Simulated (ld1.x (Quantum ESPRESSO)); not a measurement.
## Transferability test, TM potential for Tb (Z = 65)

ld1.x (Quantum ESPRESSO) 7.5 input, shortened:

```
&input
   title='Tb', zed=65., rel=1, dft='PZ', iswitch=3,
   config='[Xe] 4f8 5d1 5f-2 6s1.5 6p0'
 /
 &inputp
   pseudotype=2, tm=.true., lloc=0,
   nlcc=.false.
 /
4
6P  2  1   0.00   0.00  4.90  4.90  0.0
5D  3  2   1.00   0.00  2.65  2.65  0.0
5F  4  3  -2.00   0.20  3.20  3.20  0.0
6S  1  0   1.50   0.00  3.15  3.15  0.0
 &test
   configts(1)='5d1 6s1.5 6p0'
 /
```

Energies are relative to the spin-unpolarised reference configuration 5d1 6s1.5 6p0; without spin polarisation the order of configurations can differ from experiment.

Give the all-electron excitation energy and the error of the potential for: 5d1 6s2 6p0; 5d1 6s1 6p0; 5d1 6s0 6p0; 5d1 6s1 6p1; 5d2 6s1 6p0; 5d0 6s2 6p0; 5d1 6s0 6p2.

```csv
valence configuration,charge,ΔE all-electron (eV),error AE − PS (meV)
5d1 6s2 6p0,0,-2.809,+4.6
5d1 6s1 6p0,+1,4.145,+5.3
5d1 6s0 6p0,+2,16.689,+112
5d1 6s1 6p1,0,0.226,+1.9
5d2 6s1 6p0,0,-0.868,+26
5d0 6s2 6p0,+1,3.344,+176
5d1 6s0 6p2,0,3.448,+20
```
